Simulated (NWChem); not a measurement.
System: arsenic trifluoride (AsF₃); SMILES F[As](F)F

NWChem input:

```
start job
memory heap 200 mb stack 900 mb global 1100 mb
geometry units angstroms noautosym nocenter noautoz
  F     -1.428889    -0.385721    -0.504361
  As     0.000000     0.000000     0.382048
  F      1.048488    -1.044594    -0.504361
  F      0.380400     1.430314    -0.504361
end
basis spherical
  * library def2-svpd
end
dft
  xc xpbe96 cpbe96
  iterations 150
end
tddft
  cis
  nroots 6
  notriplet
end
task tddft energy
```

Parts of the log:

```
             Northwest Computational Chemistry Package (NWChem) 7.3.0
             --------------------------------------------------------

                             Geometry "geometry" -> ""
                             -------------------------

 Output coordinates in angstroms (scale by  1.889725989 to convert to a.u.)

  No.       Tag          Charge          X              Y              Z
 ---- ---------------- ---------- -------------- -------------- --------------
    1 F                    9.0000    -1.42888900    -0.38572100    -0.50436100
    2 As                  33.0000     0.00000000     0.00000000     0.38204800
    3 F                    9.0000     1.04848800    -1.04459400    -0.50436100
    4 F                    9.0000     0.38040000     1.43031400    -0.50436100

 Effective nuclear repulsion energy (a.u.)     323.4660263706

  pbe96 is a nonlocal functional; adding pw91lda local functional.

                                 NWChem DFT Module
                                 -----------------

 Summary of "ao basis" -> "ao basis" (spherical)
 ------------------------------------------------------------------------------
       Tag                 Description            Shells   Functions and Types
 ---------------- ------------------------------  ------  ---------------------
 F                         def2-svpd                 9       23   4s3p2d
 As                        def2-svpd                14       38   6s4p4d

            General Information
            -------------------
          SCF calculation type: DFT
          Wavefunction type:  closed shell.
          No. of atoms     :     4
          No. of electrons :    60
           Alpha electrons :    30
            Beta electrons :    30
          Charge           :     0
          Spin multiplicity:     1
          Use of symmetry is: off; symmetry adaption is: off
          Maximum number of iterations: 150
          AO basis - number of functions:   107
                     number of shells:    41
          Convergence on energy requested:  1.00D-06
          Convergence on density requested:  1.00D-05
          Convergence on gradient requested:  5.00D-04

              XC Information
              --------------
          PerdewBurkeErnzerhof Exchange Functional  1.000
            Perdew 1991 LDA Correlation Functional  1.000 local
           PerdewBurkeErnz. Correlation Functional  1.000 non-local

             Grid Information
             ----------------
          Grid used for XC integration:  medium
          Radial quadrature: Mura-Knowles
          Angular quadrature: Lebedev.
          Tag              B.-S. Rad. Rad. Pts. Rad. Cut. Ang. Pts.
          ---              ---------- --------- --------- ---------
          F                   0.50       49          10.0       434
          As                  1.15      112           8.0       590
          Grid pruning is: on
          Number of quadrature shells:   259
          Spatial weights used:  Erf1

      Superposition of Atomic Density Guess
      -------------------------------------

 Sum of atomic energies:       -2531.75152211

      Non-variational initial energy
      ------------------------------

 Total energy =   -2532.061811
 1-e energy   =   -4177.004672
 2-e energy   =    1321.476834
 HOMO         =      -0.361682
 LUMO         =       0.032062

   convergence    iter        energy       DeltaE   RMS-Dens  Diis-err
 ---------------- ----- ----------------- --------- --------- ---------
 d= 0,ls=0.0,diis     1  -2534.2258677207 -2.86D+03  2.70D-02  1.36D+00
 d= 0,ls=0.0,diis     2  -2533.6371230093  5.89D-01  1.44D-02  8.21D+00
 d= 0,ls=0.0,diis     3  -2534.3877692717 -7.51D-01  1.94D-03  4.41D-02
 d= 0,ls=0.0,diis     4  -2534.3907873631 -3.02D-03  4.17D-04  4.12D-03
 d= 0,ls=0.0,diis     5  -2534.3911048985 -3.18D-04  4.24D-05  4.16D-05
  Resetting Diis
 d= 0,ls=0.0,diis     6  -2534.3911071866 -2.29D-06  1.28D-05  1.53D-06
 d= 0,ls=0.0,diis     7  -2534.3911072639 -7.73D-08  2.94D-06  1.16D-08

         Total DFT energy =    -2534.391107263935
      One electron energy =    -4173.928608960962
           Coulomb energy =     1429.882174055189
    Exchange-Corr. energy =     -113.810698728733
 Nuclear repulsion energy =      323.466026370572

 Numeric. integr. density =       60.000004676068

                       DFT Final Molecular Orbital Analysis
                       ------------------------------------

 Vector   28  Occ=2.000000D+00  E=-3.774076D-01
              MO Center= -4.8D-01, -2.6D-01, -4.5D-01, r^2= 2.4D+00
   Bfn.  Coefficient  Atom+Function         Bfn.  Coefficient  Atom+Function
  ----- ------------  ---------------      ----- ------------  ---------------
     5      0.388613  1 F  px                 7     -0.328151  1 F  pz
    66      0.278485  3 F  px                 8     -0.259887  1 F  px
    89      0.212886  4 F  px                10      0.211470  1 F  pz
    68      0.196826  3 F  pz                69     -0.184323  3 F  px
    92     -0.139313  4 F  px                91      0.131319  4 F  pz

 Vector   29  Occ=2.000000D+00  E=-3.693761D-01
              MO Center= -8.1D-05, -5.1D-05, -4.9D-01, r^2= 2.6D+00
   Bfn.  Coefficient  Atom+Function         Bfn.  Coefficient  Atom+Function
  ----- ------------  ---------------      ----- ------------  ---------------
     6      0.384211  1 F  py                89      0.384559  4 F  px
    66     -0.280874  3 F  px                67     -0.281891  3 F  py
     9     -0.252298  1 F  py                92     -0.252527  4 F  px
    69      0.184441  3 F  px                70      0.185108  3 F  py
     5     -0.103721  1 F  px                90     -0.102259  4 F  py

 Vector   30  Occ=2.000000D+00  E=-3.190523D-01
              MO Center= -6.6D-06, -3.9D-06,  2.4D-01, r^2= 2.6D+00
   Bfn.  Coefficient  Atom+Function         Bfn.  Coefficient  Atom+Function
  ----- ------------  ---------------      ----- ------------  ---------------
    28      0.497135  2 As s                 27      0.477045  2 As s
    26     -0.300259  2 As s                  7      0.285189  1 F  pz
    38      0.284559  2 As pz                68      0.285184  3 F  pz
    91      0.285183  4 F  pz                10     -0.196995  1 F  pz
    71     -0.196992  3 F  pz                94     -0.196990  4 F  pz

[...]

                                NWChem TDDFT Module
                                -------------------

            General Information
            -------------------
           No. of orbitals :     214
            Alpha orbitals :     107
             Beta orbitals :     107
        Alpha frozen cores :       0
         Beta frozen cores :       0
     Alpha frozen virtuals :       0
      Beta frozen virtuals :       0
         Spin multiplicity :       1
    Number of AO functions :     107
        Use of symmetry is : off
      Symmetry adaption is : off
         Schwarz screening :  0.10D-07

              XC Information
              --------------
   PerdewBurkeErnzerhof Exchange Functional   1.00
     Perdew 1991 LDA Correlation Functional   1.00 local
    PerdewBurkeErnz. Correlation Functional   1.00 non-local

             TDDFT Information
             -----------------
          Calculation type : Tamm-Dancoff TDDFT
         Wavefunction type : Restricted singlets
          No. of electrons :      60
           Alpha electrons :      30
            Beta electrons :      30
              No. of roots :       6
          Max subspacesize :    5200
            Max iterations :     100
               Target root :       1
           Target symmetry : none
      Symmetry restriction : off
                 Algorithm : Optimal
        Davidson threshold :  0.10D-03

    6 smallest eigenvalue differences (eV)
--------------------------------------------------------
  No. Spin  Occ  Vir  Irrep   E(Occ)    E(Vir)   E(Diff)
--------------------------------------------------------
    1    1   30   31 a        -0.319    -0.079     6.539
    2    1   30   32 a        -0.319    -0.079     6.539
    3    1   29   31 a        -0.369    -0.079     7.909
    4    1   29   32 a        -0.369    -0.079     7.909
    5    1   28   31 a        -0.377    -0.079     8.127
    6    1   28   32 a        -0.377    -0.079     8.127
--------------------------------------------------------

  Entering Davidson iterations
  Restricted singlet excited states

  Iter   NTrls   NConv    DeltaV     DeltaE      Time
  ----  ------  ------  ---------  ---------  ---------
    1      6       0     0.22E+00   0.10+100        5.8
    2     12       0     0.10E+00   0.36E-01        5.7
    3     18       0     0.36E-01   0.12E-01        5.7
    4     24       0     0.15E-01   0.83E-03        5.7
    5     30       1     0.14E-01   0.20E-03        5.7
    6     35       5     0.30E-02   0.18E-03        5.3
    7     36       4     0.55E-03   0.72E-05        3.5
    8     38       6     0.74E-04   0.17E-06        4.0
  ----  ------  ------  ---------  ---------  ---------
  Convergence criterion met

  Ground state a       -2534.391107263935 a.u.

  ----------------------------------------------------------------------------
  Root   1 singlet a              0.277102100 a.u.                7.5403 eV
  ----------------------------------------------------------------------------
     Transition Moments    X -0.03805   Y  0.76640   Z  0.00000
     Dipole Oscillator Strength                    0.1087736784
     Electric Quadrupole                           0.0000001560
     Magnetic Dipole                               0.0000032142
     Total Oscillator Strength                     0.1087770487

     Occ.   21  a   ---  Virt.   31  a        0.05107
     Occ.   21  a   ---  Virt.   32  a       -0.05410
     Occ.   24  a   ---  Virt.   31  a        0.09812
     Occ.   24  a   ---  Virt.   32  a       -0.10394
     Occ.   25  a   ---  Virt.   32  a        0.09580
     Occ.   26  a   ---  Virt.   31  a       -0.09582
     Occ.   27  a   ---  Virt.   33  a       -0.07900
     Occ.   29  a   ---  Virt.   31  a        0.24034
     Occ.   29  a   ---  Virt.   32  a        0.22688
     Occ.   30  a   ---  Virt.   31  a       -0.62136
     Occ.   30  a   ---  Virt.   32  a        0.65821
     Occ.   30  a   ---  Virt.   35  a        0.05007
  ----------------------------------------------------------------------------
  Root   2 singlet a              0.277102328 a.u.                7.5403 eV
  ----------------------------------------------------------------------------
     Transition Moments    X -0.76639   Y -0.03805   Z -0.00001
     Dipole Oscillator Strength                    0.1087717231
     Electric Quadrupole                           0.0000001560
     Magnetic Dipole                               0.0000032143
     Total Oscillator Strength                     0.1087750935

     Occ.   21  a   ---  Virt.   31  a       -0.05410
     Occ.   21  a   ---  Virt.   32  a       -0.05107
     Occ.   24  a   ---  Virt.   31  a       -0.10394
     Occ.   24  a   ---  Virt.   32  a       -0.09812
     Occ.   25  a   ---  Virt.   31  a       -0.09581
     Occ.   26  a   ---  Virt.   32  a       -0.09580
     Occ.   28  a   ---  Virt.   33  a        0.07900
     Occ.   29  a   ---  Virt.   31  a        0.22689
     Occ.   29  a   ---  Virt.   32  a       -0.24035
     Occ.   30  a   ---  Virt.   31  a        0.65820
     Occ.   30  a   ---  Virt.   32  a        0.62135
     Occ.   30  a   ---  Virt.   36  a        0.05007
  ----------------------------------------------------------------------------
  Root   3 singlet a              0.300164532 a.u.                8.1679 eV
  ----------------------------------------------------------------------------
     Transition Moments    X  0.00011   Y -0.00020   Z -0.00000
     Dipole Oscillator Strength                    0.0000000106
     Electric Quadrupole                           0.0000000000
     Magnetic Dipole                               0.0000000688
     Total Oscillator Strength                     0.0000000794

     Occ.   27  a   ---  Virt.   31  a        0.55868
     Occ.   27  a   ---  Virt.   32  a        0.43117
     Occ.   28  a   ---  Virt.   31  a       -0.43157
     Occ.   28  a   ---  Virt.   32  a        0.55917
  ----------------------------------------------------------------------------
  Root   4 singlet a              0.301328039 a.u.                8.1996 eV
  ----------------------------------------------------------------------------
     Transition Moments    X  0.02022   Y -0.40548   Z  0.00001
     Dipole Oscillator Strength                    0.0331098285
     Electric Quadrupole                           0.0000000125
     Magnetic Dipole                               0.0000006931
     Total Oscillator Strength                     0.0331105340

     Occ.   25  a   ---  Virt.   32  a       -0.19426
     Occ.   26  a   ---  Virt.   31  a        0.19428
     Occ.   27  a   ---  Virt.   31  a       -0.31438
     Occ.   27  a   ---  Virt.   32  a       -0.06851
     Occ.   27  a   ---  Virt.   33  a        0.13823
     Occ.   28  a   ---  Virt.   31  a       -0.06794
     Occ.   28  a   ---  Virt.   32  a        0.31370
     Occ.   29  a   ---  Virt.   31  a        0.58281
     Occ.   29  a   ---  Virt.   32  a        0.54995
     Occ.   30  a   ---  Virt.   31  a        0.14023
     Occ.   30  a   ---  Virt.   32  a       -0.14860
  ----------------------------------------------------------------------------
  Root   5 singlet a              0.301328370 a.u.                8.1996 eV
  ----------------------------------------------------------------------------
     Transition Moments    X  0.40541   Y  0.02020   Z -0.00003
     Dipole Oscillator Strength                    0.0330982747
     Electric Quadrupole                           0.0000000125
     Magnetic Dipole                               0.0000006931
     Total Oscillator Strength                     0.0330989802

     Occ.   25  a   ---  Virt.   31  a        0.19422
     Occ.   26  a   ---  Virt.   32  a        0.19425
     Occ.   27  a   ---  Virt.   31  a        0.06809
     Occ.   27  a   ---  Virt.   32  a       -0.31438
     Occ.   28  a   ---  Virt.   31  a       -0.31418
     Occ.   28  a   ---  Virt.   32  a       -0.06849
     Occ.   28  a   ---  Virt.   33  a       -0.13822
     Occ.   29  a   ---  Virt.   31  a        0.54985
     Occ.   29  a   ---  Virt.   32  a       -0.58268
     Occ.   30  a   ---  Virt.   31  a       -0.14857
     Occ.   30  a   ---  Virt.   32  a       -0.14020
  ----------------------------------------------------------------------------
  Root   6 singlet a              0.302552728 a.u.                8.2329 eV
  ----------------------------------------------------------------------------
     Transition Moments    X -0.09834   Y  0.18613   Z  0.00001
     Dipole Oscillator Strength                    0.0089386561
     Electric Quadrupole                           0.0000000456
     Magnetic Dipole                               0.0000001094
     Total Oscillator Strength                     0.0089388112

     Occ.   25  a   ---  Virt.   32  a        0.07578
     Occ.   26  a   ---  Virt.   31  a       -0.07584
     Occ.   27  a   ---  Virt.   31  a       -0.50060
     Occ.   27  a   ---  Virt.   32  a       -0.38055
     Occ.   28  a   ---  Virt.   31  a       -0.38050
     Occ.   28  a   ---  Virt.   32  a        0.50038
     Occ.   29  a   ---  Virt.   31  a       -0.39020
     Occ.   29  a   ---  Virt.   32  a       -0.12929
     Occ.   30  a   ---  Virt.   32  a        0.12874

              Target root =      1
          Target symmetry = none
      Ground state energy =  -2534.391107263935
        Excitation energy =      0.277102100026
     Excited state energy =  -2534.114005163909

  stored tddft:energy   -2534.1140051639086
```

Level: PBE/def2-SVPD, TDA. All runs use the structure optimised with PBE0/def2-SVP.
